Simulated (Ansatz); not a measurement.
The cluster RuO₂⁻ (the lowest doublet isomer of a short search) was relaxed with PBE0-D4 (def2-TZVPD) in Ansatz in these states: charge -1 doublet, charge -1 quartet. The geometries follow in no particular order.

In the def2 sets Ru takes a core potential; there is no spin–orbit coupling.

A:

Cartesian coordinates in Å:
```
Ru 0.036 0.005 0.260
O -1.410 0.859 0.045
O 1.375 -0.864 -0.304
```

B:

Cartesian coordinates in Å:
```
Ru 0.183 0.392 0.266
O 0.076 0.616 -1.445
O -0.260 -1.008 1.179
```

Task: Judge from the bond lengths which geometry belongs to which state (an estimate).

Result: A is the charge -1 doublet (Ru1–O3 1.693 Å, Ru1–O2 1.693 Å); B is the charge -1 quartet (Ru1–O3 1.729 Å, Ru1–O2 1.729 Å).

At PBE0-D4/def2-TZVPD a doublet lies 0.56 eV below the charge -1 quartet. These are the stationary points nearest to one start from a short search; other shapes may lie lower in each state.
